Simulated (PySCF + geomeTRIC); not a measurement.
Calculation: B3LYP-D3(BJ)/def2-TZVP in PySCF + geomeTRIC. fastk is a local helper that only speeds up exchange builds. No frequencies were computed at this level.

```python
import json, numpy as np
from pyscf import gto, dft
from fastk import lowrank_exchange
atoms = """
Cl     1.882625    -0.341092    -0.000006
Ga    -0.008198     0.724298    -0.000001
Cl    -1.874428    -0.383206     0.000007
"""
def scf(charge, spin, dm0=None):
    mol = gto.M(atom=atoms, basis='def2-tzvp', ecp={}, charge=charge, spin=spin, verbose=3, max_memory=5040)
    mf = dft.KS(mol, xc='b3lyp').density_fit(auxbasis="def2-universal-jkfit")
    mf.disp = 'd3bj'
    mf.grids.level = 3
    mf.conv_tol = 1e-8
    mf.max_cycle = 60
    mf.kernel(dm0)
    if not mf.converged:
        mf = mf.newton().run(mf.mo_coeff, mf.mo_occ).undo_soscf()
    return mf
mf = scf(0, 1)
lowrank_exchange(mf)  # same exchange matrices as the stock routine, built faster for response steps
mo, _, stable, _ = mf.stability(return_status=True)
if not stable:
    mf.kernel(mf.make_rdm1(mo, mf.mo_occ))
del mf.get_jk
from pyscf.geomopt.geometric_solver import kernel as optimize
path = []
done, mol = optimize(mf, maxsteps=80, assert_convergence=False, callback=lambda env: path.append((env["energy"], bool(env["g_scanner"].converged))))
res = dict(converged=bool(done and path[-1][1]), energy=path[-1][0], path=[e for e, c in path], xyz=mol.atom_coords(unit="Angstrom").tolist(), nao=mol.nao)
json.dump(res, open("result.json", "w"))
```

Output:

```
converged SCF energy = -2845.44773612844  <S^2> = 0.75263419  2S+1 = 2.0026325
<class 'pyscf.df.df_jk.DFUKS'> wavefunction is stable in the internal stability analysis
Geometry optimization cycle 1
converged SCF energy = -2845.44773612811  <S^2> = 0.75263385  2S+1 = 2.0026321
cycle 1: E = -2845.44773613  dE = -2845.45  norm(grad) = 0.00663887
Geometry optimization cycle 2
converged SCF energy = -2845.44782812564  <S^2> = 0.75270218  2S+1 = 2.0027004
cycle 2: E = -2845.44782813  dE = -9.19975e-05  norm(grad) = 0.00239524
Geometry optimization cycle 3
converged SCF energy = -2845.44784327913  <S^2> = 0.75274007  2S+1 = 2.0027382
cycle 3: E = -2845.44784328  dE = -1.51535e-05  norm(grad) = 0.000180885
Geometry optimization cycle 4
converged SCF energy = -2845.44784369974  <S^2> = 0.75274135  2S+1 = 2.0027395
cycle 4: E = -2845.4478437  dE = -4.20614e-07  norm(grad) = 0.000130699
<class 'geometric.internal.Distance'> : 2
<class 'geometric.internal.Angle'> : 1
<class 'geometric.internal.TranslationX'> : 1
<class 'geometric.internal.TranslationY'> : 1
<class 'geometric.internal.TranslationZ'> : 1
<class 'geometric.internal.RotationA'> : 1
<class 'geometric.internal.RotationB'> : 1
<class 'geometric.internal.RotationC'> : 1
Step    0 : Gradient = 3.833e-03/4.209e-03 (rms/max) Energy = -2845.4477361281
Step    1 : Displace = 6.212e-03/6.283e-03 (rms/max) Trust = 1.000e-01 (=) Grad = 1.383e-03/1.622e-03 (rms/max) E (change) = -2845.4478281256 (-9.200e-05) Quality = 1.365
Step    2 : Displace = 3.660e-03/4.769e-03 (rms/max) Trust = 1.414e-01 (+) Grad = 1.044e-04/1.647e-04 (rms/max) E (change) = -2845.4478432791 (-1.515e-05) Quality = 1.067
Step    3 : Displace = 9.360e-04/1.075e-03 (rms/max) Trust = 2.000e-01 (+) Grad = 7.546e-05/9.349e-05 (rms/max) E (change) = -2845.4478436997 (-4.206e-07) Quality = 1.033
Converged! =D
```

Cost: around 4 core-minutes (rough).
